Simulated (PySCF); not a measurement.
Isomers of C4H10O2S, from PBE0-D3(BJ)/def2-SVP geometry optimisation, gas phase (PySCF 2.14.0). One conformer each, no zero-point energy, no frequencies.

**Question.** Which is lower in electronic energy at this level?
A. `[CH3:1][CH2:2][S@@:3](=[O:4])[CH2:5][O:6][CH3:7]` with C1–C2–S3–O4 -32°, C2–S3–C5–O6 -53°, S3–C5–O6–C7 -79°: A = 2718, B = 1806, C = 1541 MHz, dipole 2.67 D
B. `[CH3:1][CH2:2][S:3](=[O:4])(=[O:5])[CH2:6][CH3:7]` with C1–C2–S3–O4 -65°, C2–S3–C6–C7 180°: A = 4291, B = 1474, C = 1466 MHz, dipole 4.30 D

**Answer.** B. That is `S(CC)(=O)(CC)=O`, 12.1 kcal/mol below the other.

| SMILES | mapped SMILES | E (Eh) | relative (kcal/mol) | relative (kJ/mol) | dipole (D) |
| --- | --- | --- | --- | --- | --- |
| CCS(=O)(=O)CC | [CH3:1][CH2:2][S:3](=[O:4])(=[O:5])[CH2:6][CH3:7] | -706.19904 | 0.0 | 0.0 | 4.30 |
| CC[S@@](=O)COC | [CH3:1][CH2:2][S@@:3](=[O:4])[CH2:5][O:6][CH3:7] | -706.17980 | 12.1 | 50.5 | 2.67 |
